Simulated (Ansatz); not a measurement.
ClFO₂W, SMILES `[O]=[W](=[O])([F])[Cl]`. Charge 0, multiplicity 1. W: def2 effective core potential.

```xyz
5

O    -0.896    0.828   -1.216
W    -0.046    0.064    0.033
O     0.992    1.224    0.696
F    -1.237   -0.508    1.327
Cl    1.187   -1.608   -0.840
```

Q: List the harmonic frequencies (cm⁻¹, unscaled) at PBE0-D4/def2-TZVP in Ansatz. (Estimate.)

A: Computed: 149, 187, 251, 252, 357, 436, 711, 1030, 1075.

Q: Is this a minimum?

A: Yes, all 9 modes are real.

Q: Give the ideal-gas thermochemistry at 298.15 K and 1 bar (rigid rotor, harmonic oscillator; point group Cs, symmetry number 1).

A: Zero-point energy 26.6 kJ/mol; H(298) − E = 44.4 kJ/mol; entropy 339.1 J/(mol·K), of which translation 178.7, rotation 115.2, vibration 45.2; G(298) − E = -56.7 kJ/mol.

Q: And at 400, 500, 600, 800 and 1000 K?

A: 
| T (K) | H − E (kJ/mol) | S (J/mol/K) | G − E (kJ/mol) |
| --- | --- | --- | --- |
| 400 | 53.1 | 364.3 | -92.6 |
| 500 | 62.4 | 384.9 | -130.1 |
| 600 | 72.0 | 402.4 | -169.5 |
| 800 | 92.0 | 431.2 | -252.9 |
| 1000 | 112.6 | 454.1 | -341.5 |

Q: Rotational constants (cm⁻¹)?

A: 0.124, 0.06718, 0.06269.
